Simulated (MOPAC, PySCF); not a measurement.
C10H8SSi, SMILES `c1cc2c(c(C#C)c([SiH3])s2)cc1`, neutral singlet in the gas phase. 

Cartesian coordinates (Å):
SMILES: c1c2c(c(c(s2)[SiH3])C#C)ccc1
```xyz
20

C      1.8786     2.7886     0.4725
C      1.4246     1.6656     0.2781
C      0.8417     0.3874     0.0579
C      1.5604    -0.7921    -0.1618
Si     3.4275    -1.0163    -0.2262
S      0.4967    -2.1613    -0.3921
C     -0.9404    -1.1789    -0.1978
C     -2.2805    -1.6029    -0.2557
C     -3.2834    -0.6459    -0.0718
C     -2.9607     0.7112     0.1659
C     -1.6305     1.1298     0.2229
C     -0.5985     0.1825     0.0404
H      2.2991     3.7696     0.6418
H      3.8631    -1.9951     0.8298
H      4.0792     0.3133     0.0018
H      3.8313    -1.5681    -1.5662
H     -2.5318    -2.6575    -0.4405
H     -4.3386    -0.9554    -0.1131
H     -3.7698     1.4432     0.3071
H     -1.3679     2.1824     0.4072
```
Charge 0, spin multiplicity 1.

All levels are single points at this geometry (PBE-D3(BJ)/def2-SVP); Pople sets use spherical d functions. Orbital energies aren't observables, and empty levels follow the basis.

```csv
level,HOMO (eV),LUMO (eV),gap (eV),dipole (D),"vertical IE, Delta-SCF (eV)"
PBE-D3(BJ)/def2-TZVP in PySCF,-5.47,-2.41,3.06,0.91,7.66
B3LYP/LANL2DZ in PySCF,-6.09,-1.55,4.54,0.85,–
SVWN5/6-31G* in PySCF,-5.34,-2.24,3.10,0.97,7.63
HF/3-21G in PySCF,-8.12,1.93,10.05,1.42,–
PM3 in MOPAC,-8.45,-0.64,7.81,0.92,–
PM7 in MOPAC,-8.38,-0.81,7.57,0.58,–
```
